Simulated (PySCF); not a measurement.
CuCl, SMILES [Cl][Cu], multiplicity 1.

Geometry: PBE0-D3(BJ)/def2-TZVPD. The multiplicity is an assumed one; other spin states were not compared.

Two levels are set side by side: PBE/def2-TZVPD (PySCF) and r2SCAN/def2-TZVPD (PySCF). Same geometry, gas phase. Differences are taken from unrounded values.

| quantity | r2SCAN |
|---|---|
| orbital gap (eV) | 2.52 |
| highest occupied level (eV) | -6.21 |
| lowest empty level (eV) | -3.69 |
| dipole moment (D) | 4.90 |
| mean polarisability (bohr³) | 40.1 |

**Question.** What does PBE give, and how far is it from r2SCAN? (The exact figures need the calculation; the answer reports its results.)

**Answer.** 
| quantity | PBE | PBE minus r2SCAN |
|---|---|---|
| orbital gap (eV) | 2.08 | -0.44 |
| highest occupied level (eV) | -6.09 | 0.12 |
| lowest empty level (eV) | -4.01 | -0.32 |
| dipole moment (D) | 4.53 | -0.37 |
| mean polarisability (bohr³) | 41.7 | 1.6 |

Rough cost on one machine, each run with all the roots and properties that it gave: r2SCAN against PBE about 3 times.
